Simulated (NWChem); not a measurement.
Molecule: SiOH, doublet; SMILES O=[SiH]

Program: NWChem. Pople sets run with spherical d functions. Spin-unrestricted. In the optimisation the excess spin sits in a' (Cs, its own frame). Coordinates come from a PBE0/def2-SVP, spin-unrestricted optimisation. No stability test was run on the SCF state. Level SCAN/6-31G*: energy and gradient on several grids; changes count from the extra-fine grid, which is no exact limit either.

```csv
grid,size of the energy change (μHa),largest change of a gradient component (μHa/bohr)
xcoarse,8000,6000
coarse,6000,1000
medium,1000,1000
fine,200,400
xfine,< 10,< 30
```
